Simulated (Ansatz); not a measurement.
The first iterations of a band of AlClH$_{3}$NO (7 atoms, charge 0, multiplicity 1).

The calculation used RKS PBE0/def2-SVP in Ansatz.

```
movable images  : 5
climbing image  : yes
spring          : 5.0 eV/Å²
optimiser       : quadratic models (default)
start path      : through a guess of the saddle point
force threshold : 0.03 eV/Å
iteration limit : 60
end points      : as typed, not relaxed
```

Initial state:

```xyz
7
Properties=species:S:1:pos:R:3
N -0.330 1.340 0.186
Al 0.094 -0.418 -0.255
O 1.761 -1.021 0.079
Cl -1.323 -1.757 -1.163
H -0.711 1.820 -0.729
H -1.199 1.350 0.818
H 1.770 -1.382 1.018
```

Final state:

```xyz
7
Properties=species:S:1:pos:R:3
N -0.330 1.340 0.186
Al 0.094 -0.418 -0.255
O 1.761 -1.021 0.079
Cl -1.323 -1.757 -1.163
H -1.168 0.459 -0.357
H -1.199 1.350 0.818
H 1.770 -1.382 1.018
```

| iteration | highest image above the first end (eV) | largest band force component (eV/Å) |
| --- | --- | --- |
| 1 | 3.561 | 4.202 |
| 2 | 2.839 | 2.937 |
| 3 | 2.579 | 10.636 |
| 4 | 2.579 | 8.417 |
| 5 | 2.579 | 2.812 |
| 6 | 2.579 | 8.775 |
| 7 | 2.579 | 0.930 |
| 8 | 2.579 | 0.612 |
| 9 | 2.579 | 1.095 |
| 10 | 2.579 | 1.286 |
| 11 | 2.579 | 0.477 |
| 12 | 2.579 | 1.273 |
| 13 | 2.579 | 1.680 |
| 14 | 2.579 | 2.320 |
| 15 | 2.579 | 3.519 |
| 16 | 2.579 | 3.671 |
| 17 | 2.579 | 3.712 |
| 18 | 2.579 | 3.665 |
| 19 | 2.579 | 3.206 |
| 20 | 2.579 | 3.267 |

**Question.** Does the band converge within its limit, and where does its top end?

**Answer.** The run ended unconverged. It ended after 60 iterations with the highest image 2.579 eV above the first end. The band didn't meet its force threshold, so its energies are provisional: the largest band force was still 3.94 eV/Å, and over the last iterations the top stayed at 2.58 eV. The end points aren't both relaxed to the band's threshold either. Inner images lie below an end point, which means an intermediate or an end that isn't the lowest structure nearby.

Time of the run: 13 min on 1 thread of Arm Neoverse V1 (shared host), peak memory 0.15 GiB.
